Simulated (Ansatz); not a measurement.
HNP, charge +1, singlet, geometry from GFN2-xTB. Base run: PBE0/6-31G* (Ansatz, an electronic-structure program).

Ansatz was given this input:
Ansatz 0.2 input:
```yaml
crystal:
  periodic: [false, false, false]
  atoms:
    - {symbol: N, position_ang: [-0.00000000, -0.00000000, -1.07058933]}
    - {symbol: P, position_ang: [0.00000000, 0.00000000, 0.38043653]}
    - {symbol: H, position_ang: [0.00000000, 0.00000000, 1.78757733]}
basis:
  gaussian:
    orbitals: 6-31G*
hamiltonian:
  xc: pbe0
total_charge: 1
```

Each row names what was changed in the base input (with any setting that the change needs).

```csv
change,E (Eh)
base,-396.01016
functional = blyp,?
functional = hf,?
functional = B2GP-PLYP,-395.97740
functional = b3lyp5,-396.14178
functional = pbe,?
functional = PBE0-DH,-395.97781
functional = lc_wpbe,-396.04298
functional = BHLYP,-396.16087
functional = B2PLYP,-396.03994
functional = wB97M-V,-396.17043
functional = cam_b3lyp,-396.18120
functional = b3lyp; dispersion = d3bj,?
```

**Question.** What belongs in the gaps?

**Answer.** 
- functional = blyp, E (Eh): -396.21583
- functional = hf, E (Eh): -395.27300
- functional = pbe, E (Eh): -395.99941
- functional = b3lyp; dispersion = d3bj, E (Eh): -396.22795

Absolute energies of different levels of theory aren't comparable as measures of quality.
